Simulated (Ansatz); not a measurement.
Ideal-gas functions of `[F][Hf]([F])([Cl])[Br]` at 600 K and 1 bar, from an Ansatz frequency run at PBE0-D4/def2-TZVP.

Molar mass 331.84 g/mol, point group Cs (symmetry number 1), electronic degeneracy 1, moments of inertia 269.406, 571.595, 664.126 u Å². Harmonic wavenumbers (cm⁻¹, unscaled): 82, 106, 134, 142, 167, 269, 392, 661, 672.

Use S(trans) = R[1.5 ln M + 2.5 ln T − 1.1517]; rotational temperatures θ = 24.2544 K / I; S(rot) = R[ln(√π/σ · √(T³/θAθBθC)) + 1.5]; for each mode x = 1.438777 ν̃/T, S = R[x/(eˣ − 1) − ln(1 − e⁻ˣ)] and H = RT x/(eˣ − 1); 1 cm⁻¹ = 0.0119627 kJ/mol; R = 8.31446 J/(mol·K).

Problem. By hand: the entropy, in J/(mol·K).

Solution. Translation 195.8. Rotation: θ = 0.09, 0.0424, 0.0365 K, giving 133.9. Vibration, mode by mode: 21.85, 19.73, 17.79, 17.31, 15.98, 12.10, 9.13, 5.30, 5.19, in all 124.4. Electronic 0.0. Sum 454.1 J/(mol·K).

Problem. By hand: H − E and G − E in kJ/mol, counted from the electronic energy.

Solution. Zero-point energy ½ × 2625 × 0.0119627 = 15.7; thermal vibration 32.0; translation, rotation and pV give 4 RT = 20.0. H − E = 67.7 kJ/mol, and G − E = 67.7 − 600 × 454.1/1000 = -204.8 kJ/mol.

Vibration gives 27 % of the entropy, 76.7 J/(mol·K) of it from the modes under 150 cm⁻¹: soft modes count most, and the harmonic formula is weakest for them.
